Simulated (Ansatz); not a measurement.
Consider the cleavage of the Si–Ge bond: `[F][Ge]([SiH3])([SH])[Cl]` + `[OH][Al]([Cl])[Br]` → `[SiH3][O][Al]([Cl])[Br]` + `[F][GeH]([SH])[Cl]`.

Gas-phase electronic energies from Ansatz, PBE0-D4/def2-TZVP geometries. CBS: MP2 limit from def2 TZ/QZ plus the TZ coupled-cluster correction, frozen cores. DFT in def2-TZVPP. For Br, Ge outer-core shells are correlated without core-valence functions, which leaves a few kJ/mol of doubt a bond. Scalar relativity is left out up to krypton. Each species was taken in one conformer, which may not be the lowest.

CCSD(T)/CBS gives -83.0 kJ/mol.

(1) Another level gave -87.7 kJ/mol. Which?
A. r2SCAN-D4/def2-TZVPP
B. PBE0/def2-TZVPP
C. B2PLYP/def2-TZVPP
D. PBE-D4/def2-TZVPP

Largest T1 diagnostic among the species: 0.012.

Results:

(1) C. B2PLYP -87.7, r2SCAN-D4 -77.4, PBE0 -71.0, PBE-D4 -56.9 kJ/mol.

From PBE to PBE0 (25 % exact exchange), in def2-TZVPP and without D4, ΔE moves by −11.6 kJ/mol. In def2-TZVPP, CCSD(T) changes the Hartree–Fock value by +31.1 kJ/mol (the triples alone add +4.7 kJ/mol) and MP2 by +27.9 kJ/mol. The D4 term adds +4.1 kJ/mol with B3LYP and +2.2 kJ/mol with PBE0; it sums over pairs of atoms, weighted by their polarisabilities, and B3LYP, whose exchange is more repulsive, gets the larger term.

B3LYP here is the variant with VWN-RPA as its local correlation; programs differ in this.
